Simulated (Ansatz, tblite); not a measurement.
Cost and result up the ladder for the cluster Si₄Se₄⁺ (8 atoms). Total charge 1; doublet. Geometry: PBE-D4/def2-SVP.

```xyz
8

Si    0.474    0.836    1.711
Si    1.128   -1.630    0.287
Si    0.129    1.474   -0.686
Si   -1.800   -0.588   -1.087
Se    0.561   -0.474   -1.932
Se    2.506   -0.306    1.567
Se   -0.956   -1.073    1.402
Se   -2.043    1.761   -1.263
```

Ansatz on 4 threads of Arm Neoverse N1 on a shared host; xTB runs through tblite on one thread. Times are rough, summed over both states, and most runs start from the orbitals of an earlier one. PBE0-D4/def2-TZVP serves as the yardstick here, not as an exact answer. Differences are given only for rows in sets of like size (and for xTB, whose basis is part of the method), since another set adds its own error. The other state is a quartet at its own geometry.

The 6-31G sets use Cartesian d functions. The xTB rows come from tblite. LC-ωPBE has ω = 0.4 bohr⁻¹. B3LYP takes the VWN-RPA correlation. The structure comes from a short search, and lower isomers may exist.

Run but left out: HF/6-31G, HF/def2-SVP, MP2/def2-SVP (doublet: ⟨S²⟩ 1.55 to 1.59, where a pure state has 0.75).

xTB has no spin-polarisation term.

```tsv
level	functions	wall time
GFN1-xTB	72	0.05 s
GFN2-xTB	72	0.068 s
B3LYP-D4/6-31G	168	54 s
PBE-D4/def2-TZVP	340	73 s
BLYP-D4/def2-TZVP (with forces)	340	73 s
r2SCAN-D4/def2-TZVP	340	3.5 min
PBE0-D4/def2-TZVP	340	3.9 min
LC-ωPBE/def2-TZVP	340	4.9 min
```

Estimate what each level gives for the quartet − doublet (eV).


```csv
level,quartet − doublet (eV),difference from PBE0-D4/def2-TZVP (eV),remarks
GFN1-xTB,1.48,0.56,–
GFN2-xTB,0.89,-0.03,–
B3LYP-D4/6-31G,0.76,–,–
PBE-D4/def2-TZVP,0.99,0.07,–
BLYP-D4/def2-TZVP (with forces),0.94,0.02,–
r2SCAN-D4/def2-TZVP,0.89,-0.03,–
PBE0-D4/def2-TZVP,0.92,0.00,–
LC-ωPBE/def2-TZVP,0.71,-0.21,spin-contaminated (⟨S²⟩ 1.03) (doublet)
```
